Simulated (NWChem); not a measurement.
C₂H₄FNSi; SMILES N#CC[SiH2]F

```xyz
9

N      0.6921    -2.5337    -0.2522
C      0.0065    -1.6670     0.0938
C     -0.8350    -0.5580     0.4952
Si    -0.3685     1.0885    -0.3111
F      1.0689     1.5587     0.2739
H     -0.7974    -0.4365     1.5909
H     -1.8846    -0.7783     0.2326
H     -1.3893     2.0964     0.0815
H     -0.2632     0.9372    -1.7840
```
Atoms are numbered in this order, from 1.

Results from NWChem. Medium grid unless said otherwise, to which SCAN and Minnesota functionals are sensitive. Geometry: optimised at PBE0/def2-SVP.

For level B97-D/def2-SVP:

| Item | Result |
|---|---|
| highest occupied level (eV) | -7.61 |
| orbital gap (eV) | 7.03 |

Q: How do the values read with level MN15/def2-SVP instead?

A: 
| Item | Result |
|---|---|
| highest occupied level (eV) | -9.67 |
| orbital gap (eV) | 10.36 |
